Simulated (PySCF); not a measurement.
**A search over the determinants of CaN⁺**

Unrestricted PBE0; basis Ca pcseg-1, N pcseg-1; no relativity; PySCF 2.14. Outer shells of the fragments: Ca+ 4s1; N 2s2 2p3.

Followed along the bond (rough minima from three points):

```tsv
2Ms+1	unpaired	⟨S²⟩ at the start	R at minimum (Å)	Te (eV)
3	π ↑↑	2.04	2.17	0.00
3	σ ↑, π ↑	2.07	2.02	0.12
1	π ↑↓	1.00	2.16	0.52
1	σ ↓, π ↑	1.00	2.01	0.68
5	σ ↑↑, π ↑↑	6.00	none in the scan	≤ 1.61
```

Solutions found at the starting distance of 2.345 Å, counted from the lowest of them; the search is not exhaustive and high or unbound solutions are not listed, so other states can lie among these:

| 2Ms+1 | unpaired | term | E (eV) | ⟨S²⟩ | ⟨Lz²⟩ | μ (D) |
| --- | --- | --- | --- | --- | --- | --- |
| 3 | π ↑↑ | ³Σ⁻ | 0.00 | 2.04 | 0.00 | -8.19 |
| 3 | σ ↑, π ↑ | ³Π | 0.54 | 2.07 | 1.01 | -8.49 |
| 1 | π ↑↓ | mixed | 0.55 | 1.00 | 2.01 | -8.47 |
| 1 | σ ↓, π ↑ | mixed | 1.12 | 1.00 | 1.03 | -8.70 |
| 5 | σ ↑↑, π ↑↑ | ⁵Σ⁻ | 1.63 | 6.00 | 0.00 | -1.21 |
| 3 | σ ↑↑, π ↑↓ | mixed | 2.84 | 3.00 | 2.01 | -1.22 |
| 1 | σ ↓↓, π ↑↑ | mixed | 2.86 | 2.01 | 0.00 | -1.22 |
| 5 | σ ↑, π ↑↑, δ ↑ | ⁵Δ | 2.92 | 6.00 | 4.00 | -2.09 |
| 3 | σ ↑, π ↑↑, δ ↓ | mixed | 2.94 | 3.00 | 4.00 | -2.10 |
| 5 | σ ↑, π ↑↑↑ | ⁵Π | 3.02 | 6.00 | 1.00 | -1.26 |
| 3 | σ ↑, π ↑↓, δ ↑ | mixed | 4.12 | 3.00 | 6.01 | -2.11 |
| 1 | σ ↓, π ↑↑, δ ↓ | mixed | 4.13 | 2.01 | 4.00 | -2.15 |
| 3 | σ ↑, π ↑ | ³Π | 4.24 | 2.00 | 1.01 | -1.23 |

A term symbol is given only where ⟨S²⟩ and ⟨Lz²⟩ are close to those of a pure state; real π, δ and φ orbitals otherwise mix terms. A positive dipole points towards N; it is taken about the centre of mass and depends on that origin.

Task: Compare the gap between the two lowest followed solutions at the starting distance with the gap between their minima.

Result: At PBE0 the second solution (triplet, unpaired electrons σ ↑, π ↑) lies +0.54 eV from the first (triplet, unpaired electrons π ↑↑) at 2.345 Å and +0.12 eV at the minima; the two curves relax by different amounts, since their minima lie near 2.02 and 2.17 Å.

Counting both spins, an empty level lies below a filled one in some of these solutions, because spin and occupation are held.
